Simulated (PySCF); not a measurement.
Computed structure and properties of Hg2S2

System: Hg2S2 (singlet); start: template (D2h). Method: PySCF 2.14.0, RKS PBE0, Hg def2-SVP with ECP60, S def2-SVP; non-relativistic Hamiltonian with scalar-relativistic core potentials where named; density fitting; no spin-orbit coupling.

Input of the relaxation:

```python
mol = gto.M(atom='''
Hg     0.00000     0.00000     1.60790
Hg    -0.00000    -0.00000    -1.60790
S      1.37500    -0.00000    -0.00000
S     -1.37500     0.00000     0.00000''',
    basis={'Hg': 'def2-SVP', 'S': 'def2-SVP'},
    ecp={'Hg': 'def2-SVP'},
    charge=0, spin=0)
mf = dft.RKS(mol, xc='PBE0')
mf.grids.atom_grid = (50, 194)
mf = mf.density_fit()  # fitting sets: Hg def2-universal-JKFIT, S def2-universal-JKFIT
mf.conv_tol = 1e-08; mf.max_cycle = 55
mf.kernel(dm0)  # dm0: converged density of the start geometry
# quasi-Newton relaxation in Cartesian coordinates to a largest gradient under 0.00045 Eh/bohr, steps kept in the point group
```

Run from Python with OMP_NUM_THREADS=2; the lines above give its settings. Where DIIS fails, smearing, a level shift and second-order steps follow.
It took 33 s on 2 threads of Arm Neoverse V2, with other jobs on the host, from the converged density of the start.

Course of the relaxation:

```json
{"step": "0", "energy above end (eV)": "5.6490", "largest force component within the symmetry (eV/Å)": "10.020"}
{"step": "1", "energy above end (eV)": "2.6946", "largest force component within the symmetry (eV/Å)": "4.224"}
{"step": "2", "energy above end (eV)": "1.8963", "largest force component within the symmetry (eV/Å)": "2.536"}
{"step": "3", "energy above end (eV)": "1.2584", "largest force component within the symmetry (eV/Å)": "1.245"}
{"step": "4", "energy above end (eV)": "0.7304", "largest force component within the symmetry (eV/Å)": "1.930"}
{"step": "5", "energy above end (eV)": "0.3185", "largest force component within the symmetry (eV/Å)": "1.873"}
{"step": "6", "energy above end (eV)": "0.1699", "largest force component within the symmetry (eV/Å)": "0.910"}
{"step": "7", "energy above end (eV)": "0.0740", "largest force component within the symmetry (eV/Å)": "0.658"}
{"step": "8", "energy above end (eV)": "0.0048", "largest force component within the symmetry (eV/Å)": "0.206"}
{"step": "9", "energy above end (eV)": "0.0003", "largest force component within the symmetry (eV/Å)": "0.038"}
{"step": "10", "energy above end (eV)": "0.0000", "largest force component within the symmetry (eV/Å)": "0.013"}
{"step": "11", "energy above end (eV)": "0.0000", "largest force component within the symmetry (eV/Å)": "0.004"}
```

Relaxed geometry (D2h):

```xyz
4

Hg    0.0000    0.0000    2.3804
Hg    0.0000    0.0000   -2.3804
S     1.1497    0.0000    0.0000
S    -1.1497    0.0000    0.0000
```

```csv
contact,Å
Hg1–S3 (S),2.644
Hg1–S4 (S),2.644
```

On relaxing from the template, bonds within or between ligands changed, so the formula names the start rather than the bonding at the end.

On the finer grid (75, 302):

The HOMO is -5.74 eV, the LUMO is -4.28 eV and the dipole about the centre of mass is 0.00 D. The set of Mulliken populations of Hg1 outside the core potential is s 3.48, p 6.27, d 9.99, f 0.00. The D3(BJ) dispersion energy (not in the energies) is -0.186 eV.

```csv
atom,Mulliken (e),Löwdin (e),spin (e)
Hg1,0.27,-0.01,0.00
Hg2,0.27,-0.01,0.00
S3,-0.27,0.01,0.00
S4,-0.27,0.01,0.00
```

The gap is small, and the closed shell wasn't tested for a lower spin-broken solution.

On the grid (50, 194), as all that follows. Harmonic modes: a minimum within the noise of the softest modes; lowest 44 cm⁻¹ (negative: unstable), highest 415 cm⁻¹, zero-point energy 0.065 eV.

Rigid scan of S along the line from its metal:

```csv
distance to S3 (Å),energy (eV)
2.34,0.308
2.44,0.125
2.54,0.029
2.64,0.000
2.74,0.025
2.84,0.096
2.94,0.207
3.09,0.440
```

One start shape was tried, so this needn't be the lowest isomer.
